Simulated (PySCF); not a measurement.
C₃H₈FNSi.
Structure used (PBE0-D3(BJ)/def2-SVP), in Å, numbered top down from 1:
```
atom  x, y, z in Å
C1    -1.579    0.773   -1.078
C2    -1.012   -0.062   -0.198
C3    -1.762   -1.248    0.327
F4    -3.035   -1.328   -0.173
Si5    0.749    0.231    0.394
N6     1.843   -0.355   -0.814
H7    -2.600    0.607   -1.437
H8    -1.046    1.646   -1.466
H9    -1.822   -1.204    1.430
H10   -1.231   -2.185    0.071
H11    0.870   -0.420    1.746
H12    1.001    1.692    0.580
H13    1.628   -1.223   -1.293
H14    2.843   -0.256   -0.685
```

The closed-shell ground state was solved at several levels (PySCF, density fitting, gas phase, non-relativistic).

```
             level  basis functions  HOMO (eV)  LUMO (eV)  gap (eV)  dipole (D)
 mPW1PW91/pcSseg-1              149      -7.41      -0.45      6.96        2.17
    B97-2/pcSseg-1              149      -7.11      -0.48      6.63        2.15
  LC-wPBE/pcSseg-1              149     -10.18       1.85     12.03        2.21
        PBE0/6-31G               74      -6.97      -0.08      6.89        2.26
CAM-B3LYP/pcSseg-1              149      -8.76       0.72      9.48        2.22
```

Q: What might wB97X-D/pcSseg-1 (149 basis functions) give for the same quantities?

A: HOMO -9.29 eV, LUMO 1.36 eV, gap 10.65 eV, dipole 2.21 D.

Q: Over all these levels, which gives the widest orbital gap and which the narrowest?

A: LC-wPBE/pcSseg-1 (range-separated hybrid) has the widest, 12.03 eV, and B97-2/pcSseg-1 (global hybrid, 21 % exact exchange) the narrowest, 6.63 eV. The two share the basis. From the narrowest to the widest the HOMO moves by -3.07 eV and the LUMO by +2.33 eV.

Q: How far do the dipole and the HOMO energy spread over the levels?

A: The dipole runs from 2.15 to 2.26 D (mean 2.20 D) and the HOMO from -10.18 to -6.97 eV.

One conformer stands for the species.
